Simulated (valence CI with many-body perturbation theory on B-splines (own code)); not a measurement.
# Te46+: electric-dipole lines

Level of theory: configuration interaction combined with many-body perturbation theory (CI+MBPT): four valence electrons over a frozen Dirac-Fock core [He], a basis of 11 s, 11 p, 9 d, 7 f, 5 g, 2 h, 1 i functions for each j, with the one-electron correlation potential Σ1 (screened to all orders), the two-electron term Σ2, the three-electron term Σ3, Breit, model QED; selected single and double excitations, second order for the rest (own B-spline code, finite nucleus).

No measured spectrum was set against this ion. As an estimate, large intervals hold to a few tenths of a per cent, small ones and those within an open d or f shell to about a per cent.

Lines 1 to 50 of 262 in falling wavelength, among levels below 5344.9 eV, chosen from the strongest by gf and those to the six lowest levels. Wavelengths and rates use the calculated energies. Electric multipoles are in the length gauge, E1 and E2 with the static RPA response of the core. Weak lines are less certain than strong ones. Lines between different terms over intervals too small for the method are left out, as are lines whose strength nearly cancels. The highest levels of a list are the least certain.

Levels are named by their leading jj configuration (3d3/2^4 stands for four electrons in 3d with j = 3/2), which in mixed levels can hold well under half, so a name can repeat and another be missing. Letters in brackets count levels of one name in rising energy.

```tsv
λ vac (Å)	Upper	Lower	A (s⁻¹)	S (a.u.) with core polarisation	S without
169.1	(2s 2p1/2 2p3/2 3d5/2) J=4 [a]	(2s 2p1/2 2p3/2 3p3/2) J=3 [a]	6.72e+09	1.44e-01	1.44e-01
167.6	(2s 2p1/2 2p3/2 3d5/2) J=5	(2s 2p1/2 2p3/2 3p3/2) J=4	7.69e+09	1.97e-01	1.97e-01
165.3	(2s 2p1/2^2 3d5/2) J=3	(2s 2p1/2^2 3p3/2) J=2	7.46e+09	1.16e-01	1.16e-01
154.6	(2s 2p1/2 2p3/2 3d5/2) J=4 [b]	(2s 2p1/2 2p3/2 3p3/2) J=3 [b]	7.97e+09	1.31e-01	1.31e-01
153.4	(2s^2 2p1/2 3d5/2) J=3	(2s^2 2p1/2 3p3/2) J=2	9.29e+09	1.16e-01	1.16e-01
153.1	(2s 2p1/2 2p3/2 3d5/2) J=3 [c]	(2s 2p1/2 2p3/2 3p3/2) J=2 [c]	7.82e+09	9.70e-02	9.70e-02
147.1	(2s 2p1/2 2p3/2 3d5/2) J=2 [a]	(2s 2p1/2 2p3/2 3p3/2) J=1 [a]	6.74e+09	5.29e-02	5.29e-02
146.0	(2s 2p1/2 2p3/2 3d5/2) J=3 [a]	(2s 2p1/2 2p3/2 3p3/2) J=2 [a]	6.71e+09	7.21e-02	7.22e-02
145.4	(2s 2p1/2^2 3d5/2) J=2	(2s 2p1/2^2 3p3/2) J=1	1.04e+10	7.85e-02	7.85e-02
144.9	(2s 2p1/2 2p3/2 3d5/2) J=3 [b]	(2s 2p1/2 2p3/2 3p3/2) J=2 [b]	6.38e+09	6.71e-02	6.71e-02
141.3	(2s^2 2p3/2 3d5/2) J=4	(2s^2 2p3/2 3p3/2) J=3	7.06e+09	8.84e-02	8.84e-02
139.4	(2s^2 2p1/2 3d5/2) J=2	(2s^2 2p1/2 3p3/2) J=1	8.08e+09	5.40e-02	5.40e-02
95.93	(2s 2p1/2 2p3/2 3d3/2) J=4	(2s^2 2p3/2 3d3/2) J=3	1.40e+10	5.48e-02	5.49e-02
95.40	(2s 2p1/2 2p3/2 3d3/2) J=2 [b]	(2s 2p1/2 2p3/2 3p1/2) J=2 [b]	2.02e+10	4.32e-02	4.32e-02
94.75	(2s^2 2p3/2 3p3/2) J=3	(2s^2 2p3/2 3s) J=2	1.50e+10	4.41e-02	4.40e-02
94.34	(2s 2p1/2 2p3/2 3p3/2) J=1 [a]	(2s 2p1/2 2p3/2 3s) J=1 [a]	2.65e+10	3.30e-02	3.30e-02
93.68	(2s 2p1/2 2p3/2 3p3/2) J=4	(2s 2p1/2 2p3/2 3s) J=3	4.66e+10	1.70e-01	1.70e-01
93.08	(2s 2p1/2^2 3p3/2) J=1	(2s 2p1/2^2 3s) J=0	3.58e+10	4.27e-02	4.27e-02
93.01	(2s 2p1/2 2p3/2 3d3/2) J=1 [b]	(2s 2p1/2 2p3/2 3p1/2) J=2 [b]	2.60e+10	3.09e-02	3.09e-02
92.51	(2s 2p1/2 2p3/2 3p3/2) J=2 [c]	(2s 2p1/2 2p3/2 3s) J=1 [c]	2.07e+10	4.05e-02	4.05e-02
92.46	(2s 2p1/2 2p3/2 3d3/2) J=2 [a]	(2s 2p1/2 2p3/2 3p1/2) J=2 [a]	1.71e+10	3.33e-02	3.33e-02
92.11	(2s 2p1/2 2p3/2 3p3/2) J=3 [b]	(2s^2 2p3/2 3p3/2) J=2	2.51e+10	6.78e-02	6.78e-02
92.00	(2s 2p1/2^2 3d3/2) J=2	(2s 2p1/2^2 3p1/2) J=1	2.91e+10	5.59e-02	5.59e-02
91.45	(2s^2 2p3/2 3p3/2) J=1	(2s^2 2p3/2 3s) J=1	3.42e+10	3.88e-02	3.88e-02
90.06	(2s 2p1/2 2p3/2 3p3/2) J=3 [c]	(2s 2p1/2 2p3/2 3s) J=2 [c]	5.60e+10	1.41e-01	1.41e-01
90.04	(2s^2 2p3/2 3d3/2) J=2	(2s^2 2p3/2 3p1/2) J=1	1.79e+10	3.23e-02	3.23e-02
89.83	(2s 2p1/2^2 3d3/2) J=1	(2s 2p1/2^2 3p1/2) J=0	2.68e+10	2.88e-02	2.88e-02
88.77	(2s 2p1/2 2p3/2 3p3/2) J=2 [b]	(2s 2p1/2 2p3/2 3s) J=2 [b]	3.00e+10	5.18e-02	5.18e-02
88.32	(2s 2p1/2 2p3/2 3d3/2) J=3 [a]	(2s 2p1/2 2p3/2 3p1/2) J=2 [a]	3.38e+10	8.05e-02	8.06e-02
88.24	(2s 2p1/2 2p3/2 3d3/2) J=3 [c]	(2s 2p1/2 2p3/2 3p1/2) J=2 [c]	4.11e+10	9.75e-02	9.75e-02
87.67	(2s 2p1/2 2p3/2 3p3/2) J=2 [a]	(2s 2p1/2 2p3/2 3s) J=1 [a]	2.59e+10	4.31e-02	4.31e-02
87.26	(2s 2p1/2^2 3p3/2) J=2	(2s 2p1/2^2 3s) J=1	6.18e+10	1.01e-01	1.01e-01
87.11	(2s 2p1/2 2p3/2 3d3/2) J=2 [a]	(2s 2p1/2 2p3/2 3p1/2) J=1 [a]	2.15e+10	3.51e-02	3.51e-02
87.06	(2s^2 2p1/2 3d3/2) J=2	(2s^2 2p1/2 3p1/2) J=1	4.14e+10	6.73e-02	6.73e-02
86.56	(2s 2p1/2 2p3/2 3p3/2) J=3 [a]	(2s 2p1/2 2p3/2 3s) J=2 [a]	6.23e+10	1.40e-01	1.40e-01
86.52	(2s 2p1/2 2p3/2 3d3/2) J=1 [a]	(2s 2p1/2 2p3/2 3p1/2) J=1 [a]	3.56e+10	3.41e-02	3.41e-02
86.21	(2s 2p1/2 2p3/2 3d3/2) J=4	(2s 2p1/2 2p3/2 3p1/2) J=3	2.06e+10	5.87e-02	5.87e-02
86.09	(2s^2 2p3/2 3d3/2) J=3	(2s^2 2p3/2 3p1/2) J=2	4.36e+10	9.61e-02	9.61e-02
84.80	(2s^2 2p3/2 3d3/2) J=1	(2s^2 2p3/2 3p1/2) J=1	3.23e+10	2.91e-02	2.91e-02
84.46	(2s 2p1/2 2p3/2 3d3/2) J=3 [b]	(2s 2p1/2 2p3/2 3p1/2) J=3	1.70e+10	3.54e-02	3.54e-02
84.29	(2s 2p1/2 2p3/2 3p3/2) J=2 [d]	(2s 2p1/2 2p3/2 3s) J=2 [c]	1.94e+10	2.87e-02	2.87e-02
83.26	(2s 2p1/2 2p3/2 3p3/2) J=2 [d]	(2s 2p1/2 2p3/2 3s) J=1 [c]	3.64e+10	5.18e-02	5.18e-02
83.11	(2s^2 2p1/2 3p3/2) J=2	(2s^2 2p1/2 3s) J=1	7.29e+10	1.03e-01	1.03e-01
82.63	(2s 2p1/2 2p3/2 3p3/2) J=3 [b]	(2s 2p1/2 2p3/2 3s) J=3	1.41e+10	2.75e-02	2.75e-02
81.51	(2s 2p1/2 2p3/2 3s) J=3	(2s^2 2p3/2 3s) J=2	4.88e+10	9.13e-02	9.14e-02
81.18	(2s 2p1/2 2p3/2 3p3/2) J=2 [d]	(2s 2p1/2 2p3/2 3s) J=1 [b]	2.27e+10	3.00e-02	3.00e-02
80.72	(2s 2p1/2 2p3/2 3p3/2) J=4	(2s^2 2p3/2 3p3/2) J=3	1.76e+10	4.10e-02	4.10e-02
78.07	(2s 2p1/2 2p3/2 3p3/2) J=1 [d]	(2s 2p1/2 2p3/2 3s) J=1 [b]	5.11e+10	3.60e-02	3.60e-02
77.71	(2s 2p1/2 2p3/2 3p3/2) J=2 [a]	(2s 2p1/2 2p3/2 3s) J=2 [a]	3.63e+10	4.21e-02	4.21e-02
77.27	(2s 2p1/2^2 2p3/2) J=2	(2s^2 2p1/2 2p3/2) J=2	4.55e+09	5.18e-03	5.19e-03
```
